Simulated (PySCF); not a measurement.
This PySCF input asks for the NMR shieldings of C$_{5}$H$_{13}$AsBN; the geometry comes from PBE0-D3(BJ)/def2-SVP.

```python
import basis_set_exchange as bse
import numpy as np
from pyscf import gto, dft
from pyscf.prop import nmr

atoms = """
C    -1.675622    2.238185   -1.589667
C    -1.437117    1.202654   -1.005466
C    -1.160463   -0.056818   -0.336877
C    -2.407597   -0.702715    0.259735
As   -0.166450   -1.219617   -1.635656
B     2.215341   -0.766582    1.479654
N     2.412078   -0.077937    0.291198
C     2.202388    1.328261    0.044065
H    -1.894227    3.159213   -2.096842
H    -0.420413    0.124724    0.460944
H    -2.884274   -0.024611    0.985295
H    -3.145201   -0.935162   -0.522375
H    -2.148614   -1.636734    0.778755
H    -1.421172   -1.626717   -2.404080
H    -0.224066   -2.463516   -0.751973
H     1.800069   -0.165282    2.446201
H     2.449144   -1.952981    1.514078
H     2.750480   -0.587586   -0.518780
H     1.789525    1.800161    0.945863
H     3.144542    1.842763   -0.209340
H     1.493990    1.494475   -0.784890
"""
names = dict.fromkeys(["C", "As", "B", "N", "H"], "pcSseg-1")
basis = {el: gto.basis.parse(bse.get_basis(n, elements=[el], fmt="nwchem")) for el, n in names.items()}
mol = gto.M(atom=atoms, basis=basis, charge=0, verbose=0)
mf = dft.RKS(mol, xc="PBE")
mf.grids.level = 2
mf.grids.alignment = dft.numint.BLKSIZE   # the property module wants whole blocks of grid points
mf.conv_tol = 1e-9
mf.kernel()

calc = nmr.RKS(mf)   # GIAO
sigma = calc.kernel()   # uncoupled for a functional without exact exchange
for i, s in enumerate(sigma):   # ppm
    w = np.linalg.eigvalsh((s + s.T) / 2)
    print("%2d %-2s iso %8.1f  s11 %8.1f  s22 %8.1f  s33 %8.1f" % (i, mol.atom_pure_symbol(i), w.mean(), *w))
```

**Question.** Give the expected output.

**Answer.** 
```
 0 C  iso    106.7  s11     39.4  s22     43.5  s33    237.1
 1 C  iso     90.4  s11    -15.4  s22     -8.2  s33    294.8
 2 C  iso    157.3  s11    146.3  s22    161.1  s33    164.7
 3 C  iso    149.4  s11    128.1  s22    140.9  s33    179.2
 4 As iso   1472.2  s11   1227.7  s22   1396.2  s33   1792.8
 5 B  iso     59.3  s11     24.2  s22     42.0  s33    111.5
 6 N  iso    108.7  s11    -20.9  s22    136.4  s33    210.5
 7 C  iso    140.0  s11    120.2  s22    121.7  s33    178.1
 8 H  iso     29.3  s11     24.4  s22     24.5  s33     38.9
 9 H  iso     28.5  s11     24.5  s22     26.4  s33     34.5
10 H  iso     29.4  s11     24.7  s22     26.6  s33     36.8
11 H  iso     29.7  s11     26.2  s22     28.2  s33     34.5
12 H  iso     29.9  s11     25.5  s22     28.3  s33     35.8
13 H  iso     27.9  s11     21.9  s22     24.5  s33     37.2
14 H  iso     27.8  s11     22.0  s22     23.7  s33     37.7
15 H  iso     26.3  s11     23.3  s22     26.7  s33     29.0
16 H  iso     26.5  s11     23.9  s22     26.4  s33     29.3
17 H  iso     26.1  s11     24.0  s22     25.5  s33     28.8
18 H  iso     28.2  s11     26.2  s22     27.1  s33     31.4
19 H  iso     28.1  s11     23.7  s22     26.3  s33     34.4
20 H  iso     27.7  s11     22.8  s22     28.5  s33     31.9
```

These numbers come from an equivalent density-fitted implementation of the same equations, which agrees with the script to about 0.01 ppm for H and up to a few tenths of a ppm for heavy atoms, so last digits may differ.

Relativistic effects, spin–orbit coupling among them, are left out; they matter for As and for the light atoms bonded to it.

Size and cost of the density-fitted run: 225 basis functions, 55 s wall time on 1 thread of an Arm Neoverse V2, shared host.
